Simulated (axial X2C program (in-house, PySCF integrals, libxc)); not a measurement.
**A run on InAu without results**

A two-component calculation with an in-house all-electron X2C program for linear molecules (integrals from PySCF).

Input and command:
```json
{"zs": [79, 49], "q": 0, "bas": ["dyall-acv3z", "dyall-acv3z"], "r0": 2.66, "eom": "ee", "thr": -1.0, "nmax": 88}
```
```bash
python soeom.py task.json out
```

Keys: zs atomic numbers; q charge; bas basis sets; r0 starting distance in Å; eom kind of EOM run; thr threshold in hartree for freezing inner shells (an s shell follows its p shell); nmax most natural virtual spinors.

Outcome:

It hit its time limit.
